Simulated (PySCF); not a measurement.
## Assigning NMR signals

Atom-mapped SMILES (the numbers label the heavy atoms): `[CH2:1]=[CH:2][c:3]1[cH:4][cH:5][cH:6][c:7]([F:8])[cH:9]1`. Hydrogens are named by the atom that carries them. Ha(C1) is cis to C3; Hb(C1) is trans to C3.

- PBE0/pcSseg-1 with gauge-including orbitals
- GFN2-xTB geometry
- run in PySCF 2.14.0 with density-fitted response routines
- one computed conformer, non-relativistic Hamiltonian, no solvent

Referencing at the same level of theory: $^{13}$C, $^{1}$H against TMS.

Problem. Assign these signals to the numbered atoms. $^{13}$C{$^{1}$H} NMR (computed): δ 173.6 (C), 144.3 (C), 143.9 (CH), 135.9 (CH), 131.1 (CH), 121.1 (CH), 120.3 (CH2), 114.7 (CH).

Solution. 
173.6 → C7, aromatic carbon bearing fluorine: σ withdrawal by the attached heteroatom moves it downfield of the ring CH carbons
144.3 → C3, substituted aromatic carbon
143.9 → C2, alkene CH: as expected for a trigonal carbon in a double bond
135.9 → C5, aromatic CH: the aromatic region
131.1 → C4, aromatic CH
121.1 → C6, aromatic CH
120.3 → C1, terminal =CH2 carbon: as expected for a trigonal carbon in a double bond
114.7 → C9, aromatic CH

C3 and C2; C6 and C1 lie closer than the usual error of such a calculation, so a measured spectrum could show them in the other order.

Problem. Assign these signals to the numbered atoms. $^{1}$H NMR (500 MHz, computed): δ 7.76 (m, 1H), 7.58 (m, 1H), 7.21 (m, 1H), 7.10 (d, 1H), 6.84 (m, 1H), 6.31 (m, 1H), 5.71 (m, 1H).

Solution. 
```tsv
δ (ppm)	atoms	environment	reason
7.76	H(C9)	hydrogen on an aromatic CH	aromatic region
7.58	H(C5)	hydrogen on an aromatic CH	–
7.21	H(C6)	hydrogen on an aromatic CH	–
7.10	H(C4)	hydrogen on an aromatic CH	–
6.84	H(C2)	hydrogen on an alkene CH	olefinic region
6.31	Ha(C1)	hydrogen on a terminal =CH2 carbon	a vinylic proton, deshielded by the sp2 carbon and the C=C anisotropy
5.71	Hb(C1)	hydrogen on a terminal =CH2 carbon	–
```

H(C6) and H(C4) lie closer than the usual error of such a calculation, so a measured spectrum could show them in the other order.

Splittings by $^{19}$F in the carbon and heteronuclear signals aren't shown, as no couplings were computed. Shifts are as computed. Against solution values, carbons near 30 ppm lie about +3 ppm off and those near 130 ppm about +5 ppm. Of 1211 compounds with measured shifts, 218 miss one by over three times the rms of a fit or turn the order of signals round; such compounds aren't used in these exercises. Multiplicities follow the n + 1 count of equivalent neighbours, as no J values were calculated; m marks all less simple cases, F and P coupling included.
